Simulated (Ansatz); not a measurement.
Program: Ansatz 0.2.0.

GaH9OSi2, SMILES `[SiH3][O+]([SiH3])[GaH3-]` at its PBE0-D4/def2-TZVP geometry, where that method's forces vanish. Charge 0, multiplicity 1.

| atom | x (Å) | y (Å) | z (Å) |
| --- | --- | --- | --- |
| Si1 | 0.492 | 0.824 | -1.486 |
| O2 | -0.050 | 0.233 | -0.014 |
| Si3 | -0.077 | 0.881 | 1.531 |
| Ga4 | -0.488 | -1.927 | -0.055 |
| H5 | -0.401 | 0.289 | -2.534 |
| H6 | 0.408 | 2.304 | -1.417 |
| H7 | 1.894 | 0.401 | -1.697 |
| H8 | -1.319 | 0.420 | 2.186 |
| H9 | -0.071 | 2.357 | 1.380 |
| H10 | 1.126 | 0.438 | 2.270 |
| H11 | -2.021 | -1.850 | -0.389 |
| H12 | -0.034 | -2.148 | 1.441 |
| H13 | 0.540 | -2.221 | -1.216 |

Q: For each bond, give half the difference of the two atoms' forces along it (eV/Å; positive pushes the atoms apart) under PBE-D4, r2SCAN-D4, B3LYP-D4, ωB97M-V in def2-TZVPP. (Best estimate.)

A: The calculation gave: 
```csv
bond,length (Å),PBE-D4,r2SCAN-D4,B3LYP-D4,ωB97M-V
Si1–O2,1.676,0.20,0.05,0.12,0.15
Si1–H5,1.477,0.03,-0.03,-0.10,-0.14
Si1–H6,1.484,0.04,-0.03,-0.10,-0.13
Si1–H7,1.479,0.03,-0.03,-0.08,-0.14
O2–Si3,1.676,0.20,0.05,0.12,0.15
O2–Ga4,2.205,-0.06,-0.05,0.08,0.03
Si3–H8,1.477,0.03,-0.03,-0.10,-0.14
Si3–H9,1.484,0.04,-0.03,-0.10,-0.13
Si3–H10,1.479,0.03,-0.03,-0.08,-0.14
Ga4–H11,1.572,0.03,-0.06,-0.02,-0.07
Ga4–H12,1.578,0.03,-0.07,-0.03,-0.06
Ga4–H13,1.578,0.03,-0.07,-0.03,-0.06
```

B3LYP here is the variant with VWN-RPA as its local correlation; programs differ in this.
